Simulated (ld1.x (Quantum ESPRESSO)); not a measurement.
**nickel ultrasoft: all-electron and pseudo phase curves**

```json
{
  "Element": "Ni",
  "Generator": "ld1.x (Quantum ESPRESSO) 7.5",
  "Type": "ultrasoft",
  "Functional": "BLYP",
  "Relativity": "scalar-relativistic",
  "Frozen core": "[Ne]",
  "Valence charge": "18",
  "Reference configuration": "3s2 3p6 3d8 4s1.5 4p0 (charge +0.5)",
  "Partial waves": "3s (bound): rcut 1.35, rcutus 1.60 bohr; 4s (bound): rcut 1.35, rcutus 1.60 bohr; 3p (bound): rcut 1.05, rcutus 1.15 bohr; 4p (bound, empty): rcut 1.05, rcutus 1.15 bohr; 3d (bound): rcut 0.70, rcutus 0.95 bohr; 3d channel at 0.55 Ry: rcut 0.70, rcutus 0.95 bohr",
  "Local potential": "all-electron potential smoothed inside 0.80 bohr (lloc = -1)",
  "Core correction": "Bessel-smoothed model core, default radius (core density twice the valence density)",
  "Augmentation charge": "PSQ, inside the norm-conserving radii"
}
```

The phase is arctan(r·u′/u) with u = r·R(r), unwrapped; energies in Ry, scanned from -10 to 5 Ry. A pole is an energy at which the radial function vanishes at the test radius. The pseudo phase is shifted by a multiple of π to meet the all-electron one at the reference energy, and phase errors are pseudo minus all-electron; the curves can meet again beyond the range given. Levels narrower than the energy grid can be missing from the lists of poles.

| channel | radius (bohr) | reference energy (Ry) | poles, all-electron | poles, pseudo | unbroken range about the reference energy with phases within 0.05 rad | phase error 1 Ry above the reference energy (rad) |
| --- | --- | --- | --- | --- | --- | --- |
| s | 1.75 | -0.68 | -8.35 | -8.36 | -8.5 to 1.0 | -0.022 |
| p | 1.75 | -0.31 | -5.35 | -5.35 | the whole range | -0.000 |
| d | 1.75 | -0.97 | -0.41 | -0.41 | the whole range | +0.000 |

The ghost test of this file was not conclusive. Its overlap operator is not positive definite in a basis up to 400 Ry (lowest eigenvalue s -0.18, p -0.14), so the file is unfit for use: the generalised eigenproblem breaks down once the basis is large enough, and its test numbers describe a broken file.

Phases in the d channel:

```tsv
E (Ry)	all-electron	pseudo
-10.00	1.390	1.390
-9.76	1.388	1.388
-9.52	1.385	1.385
-9.28	1.383	1.383
-9.04	1.380	1.380
-8.80	1.378	1.378
-8.56	1.375	1.375
-8.32	1.372	1.372
-8.08	1.369	1.369
-7.84	1.366	1.366
-7.60	1.363	1.363
-7.36	1.359	1.359
-7.12	1.355	1.355
-6.88	1.351	1.351
-6.64	1.347	1.347
-6.40	1.343	1.343
-6.16	1.338	1.338
-5.92	1.333	1.333
-5.68	1.328	1.328
-5.44	1.322	1.322
-5.20	1.315	1.315
-4.96	1.309	1.309
-4.72	1.301	1.301
-4.48	1.293	1.293
-4.24	1.283	1.283
-4.00	1.273	1.273
-3.76	1.261	1.261
-3.52	1.247	1.247
-3.28	1.231	1.231
-3.04	1.212	1.212
-2.80	1.188	1.188
-2.56	1.157	1.157
-2.32	1.116	1.116
-2.08	1.056	1.056
-1.84	0.961	0.961
-1.60	0.782	0.782
-1.36	0.366	0.366
-1.12	-0.520	-0.520
-0.88	-1.177	-1.177
-0.64	-1.446	-1.446
-0.40	-1.577	-1.577
-0.16	-1.657	-1.657
0.08	-1.714	-1.714
0.32	-1.758	-1.758
0.56	-1.796	-1.796
0.80	-1.831	-1.831
1.04	-1.865	-1.865
1.28	-1.899	-1.899
1.52	-1.936	-1.936
1.76	-1.976	-1.976
2.00	-2.021	-2.021
2.24	-2.073	-2.073
2.48	-2.135	-2.136
2.72	-2.211	-2.212
2.96	-2.306	-2.307
3.20	-2.427	-2.428
3.44	-2.582	-2.584
3.68	-2.779	-2.782
3.92	-3.018	-3.021
4.16	-3.281	-3.284
4.40	-3.536	-3.539
4.64	-3.756	-3.759
4.88	-3.933	-3.935
```
